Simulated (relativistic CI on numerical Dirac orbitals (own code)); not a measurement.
**Line list: Electric-dipole lines, Mo3+**

Method of calculation: Dirac-Coulomb-Breit CI, orbitals from a KLI potential per configuration, a model potential for QED, valence Slater integrals scaled by 0.85, P86 correlation estimate, and configurations built on the next ion tied to the tabulated ionisation energy (semi-empirical) (own radial code, finite nucleus).

Configuration list (outside the closed core [Ar] 3d10): 4s2.4p6.4d3, 4s2.4p6.4d2.5s, 4s2.4p6.4d2.5p, 4s2.4p6.4d2.5d, 4s2.4p6.4d2.6s, 4s2.4p6.4d2.4f, 4s2.4p6.4d2.5f, 4s2.4p6.4d.5s2, 4s2.4p6.4d.5s.5p, 4s2.4p5.4d4, 4s2.4p6.4d.4f2, 4s2.4p6.4d2.6p, 4s2.4p6.4d2.6d, 4s2.4p6.4d2.5g, 4s2.4p6.4d.5p2, 4s2.4p6.4d2.6f, 4s2.4p6.4d.5s.5d, 4s2.4p6.4d.4f.5s, 4s2.4p4.4d5, 4s2.4p5.4d3.4f, 4s2.4p6.4d.5p.5d, 4s2.4p6.4d.4f.5p, 4s.4p6.4d4. Levels of other configurations are missing.

```tsv
λ vac (Å)	Lower	Upper	A (s⁻¹)	gf	Branching (%)
1960.3	4s2.4p6.4d2.5s 4F_9/2 [23]	4s2.4p6.4d2.5p 4F°_9/2 [45]	4.30e+08	2.48e+00	16.4
1962.2	4s2.4p6.4d2.5s 4F_9/2 [23]	4s2.4p6.4d2.5p 4G°_11/2 [44]	6.42e+08	4.44e+00	73.5
2001.7	4s2.4p6.4d2.5s 4F_7/2 [22]	4s2.4p6.4d2.5p 4G°_9/2 [40]	4.23e+08	2.54e+00	44.5
2039.8	4s2.4p6.4d2.5s 4F_5/2 [21]	4s2.4p6.4d2.5p 4G°_7/2 [37]	3.70e+08	1.85e+00	41.7
2040.2	4s2.4p6.4d2.5s 2F_5/2 [24]	4s2.4p6.4d2.5p 2G°_7/2 [52]	4.46e+08	2.23e+00	15.8
2059.4	4s2.4p6.4d2.5s 2F_7/2 [25]	4s2.4p6.4d2.5p 2G°_9/2 [54]	4.18e+08	2.66e+00	15.2
```

Terms are leading LS components. Brackets give the number of a level in order of energy, since labels repeat. The list gives strong lines, with weight on those to low levels, without configurations that were not tied to measured data, without lines whose two gauges differ by over a factor of 2.5, among the lowest 300 of 2984 levels, so that lines to higher ones, which can be the strongest, are missing, and without lines across small gaps between configurations, and without 286 lines that miss the measured interval by over 3.5 %, start from a term whose rates miss tabulated ones by over 60 %, have gauges far apart or, lacking measured levels, span too small a gap for the errors found; lines with a level outside our table were not tested and can miss by more. Levels whose partners in the same complex of configurations lie outside the list can be far off, and so can their lines. Rates are taken at the computed energies, electric ones in the length gauge.

Configurations that consist of the next ion and one excited electron were tied to the tabulated ionisation energy; Rydberg ones are usually within 1,000 to 3,000 cm⁻¹ and the lowest ones within about 6,000 (9,000 in d shells), while levels on excited terms of the next ion carry the error of that term, and the other configurations can be misplaced by 10,000 cm⁻¹ or more. Rates follow the energies as ν³ (E1, M1) or ν⁵ (E2), so rates, branching and lifetimes can be off by large factors. The fine structure of a lone outer electron comes out too small, for d and f at times inverted, and misplaced configurations move strength between like terms. 58 of the 64 excited levels that our extract of the measured tables holds in this range could be paired (the sources list more); they are missed by 4362 cm⁻¹ on average and 6839 at most, and levels without a partner can miss by more. Some levels of the ground configuration have no partner and can miss by 10 % or more.

LS names give the leading component of a level, which can be under half, so a name can repeat, a term be missing and a line seem to break the LS rules.
